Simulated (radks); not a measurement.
The numbers below are computed, except where a source is named.
Problem. Ta IV, configuration [Xe] 4f14 5d2 (the NIST ground configuration). Level of theory: non-relativistic Kohn-Sham, PBEsol, spin-unpolarised, spherical densities, point nucleus; relativity is left out, which matters for an element this heavy (a radial shooting solver on a logarithmic mesh with Libxc functionals). Some entries of the table are withheld. Estimate them.

orbital,occ.,eigenvalue (hartree),<1/r> (bohr^-1),<r> (bohr)
1s,2,-2277.361,72.44,0.02076
2s,2,-373.9667,16.98,0.08776
2p,6,(1),17.01,0.07424
3s,2,-85.70447,6.515,0.2232
3p,6,-78.46321,6.466,0.2132
3d,10,-64.95382,6.388,0.1872
4s,2,-17.75176,2.803,0.4990
4p,6,-14.74766,2.710,0.5068
4d,10,-9.28290,2.510,(2)
5s,2,-3.22290,1.097,1.197
5p,6,-2.36593,0.9835,1.322
4f,14,-2.20675,(3),0.6164
5d,2,-1.10168,0.7092,1.804

Solution. 
(1) 2p eigenvalue (hartree): -358.2995
(2) 4d <r> (bohr): 0.5255
(3) 4f <1/r> (bohr^-1): 2.055
